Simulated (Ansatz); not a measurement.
BrH4NSn, SMILES `[NH2][SnH2][Br]`, 7 atoms. Total charge 0; spin multiplicity 1. Correlated methods include outer-core shells of Br, Sn, which these sets cover unevenly. Scalar relativity is left out up to krypton. Sn: def2 effective core potential. All runs use 2 threads of an Intel Xeon Platinum 8488C on a shared host. Correlated methods freeze the cores.

Give the basis size and wall time and peak host memory of each of these runs in Ansatz. RKS PBE0-D4/def2-QZVPP energy; RKS CAM-B3LYP-D4/def2-TZVPP energy; RKS B2PLYP (frozen core)/def2-TZVPP energy; RHF-MP2/def2-QZVPP energy; RKS PBE0-D4/def2-SVP energy; RKS ωB97M-V/def2-QZVPP energy; RKS ωB97M-V/def2-SVP energy; RKS PBE0-D4/def2-TZVP relaxation (21 steps); RKS PBE0-D4/def2-TZVPP energy; RKS B3LYP-D4/def2-TZVPP energy and forces; RKS PBE0-D4/def2-TZVP frequencies; direct RPA on PBE orbitals/def2-TZVPP energy. (Best estimate.)

The calculation gave: Other jobs shared the machine, so times are rough.

```json
{"level": "RKS PBE0-D4/def2-SVP", "job": "energy", "functions": "92", "wall time": "1.5 s", "peak host memory (GiB)": "0.2"}
{"level": "RKS PBE0-D4/def2-TZVPP", "job": "energy", "functions": "185", "wall time": "2.4 s", "peak host memory (GiB)": "0.47"}
{"level": "RKS CAM-B3LYP-D4/def2-TZVPP", "job": "energy", "functions": "185", "wall time": "3.3 s", "peak host memory (GiB)": "0.52"}
{"level": "RKS B3LYP-D4/def2-TZVPP", "job": "energy and forces", "functions": "185", "wall time": "4.1 s", "peak host memory (GiB)": "0.48"}
{"level": "RKS B2PLYP (frozen core)/def2-TZVPP", "job": "energy", "functions": "185", "wall time": "4.8 s", "peak host memory (GiB)": "0.45"}
{"level": "RKS ωB97M-V/def2-SVP", "job": "energy", "functions": "92", "wall time": "4.9 s", "peak host memory (GiB)": "0.29"}
{"level": "direct RPA on PBE orbitals/def2-TZVPP", "job": "energy", "functions": "185", "wall time": "5 s", "peak host memory (GiB)": "0.41"}
{"level": "RKS PBE0-D4/def2-QZVPP", "job": "energy", "functions": "348", "wall time": "7.5 s", "peak host memory (GiB)": "1.1"}
{"level": "RHF-MP2/def2-QZVPP", "job": "energy", "functions": "348", "wall time": "16 s", "peak host memory (GiB)": "1.4"}
{"level": "RKS ωB97M-V/def2-QZVPP", "job": "energy", "functions": "348", "wall time": "17 s", "peak host memory (GiB)": "1.1"}
{"level": "RKS PBE0-D4/def2-TZVP", "job": "relaxation (21 steps)", "functions": "153", "wall time": "62 s", "peak host memory (GiB)": "0.43"}
{"level": "RKS PBE0-D4/def2-TZVP", "job": "frequencies", "functions": "153", "wall time": "100 s", "peak host memory (GiB)": "0.4"}
```

B3LYP here is the variant with VWN-RPA as its local correlation; programs differ in this.
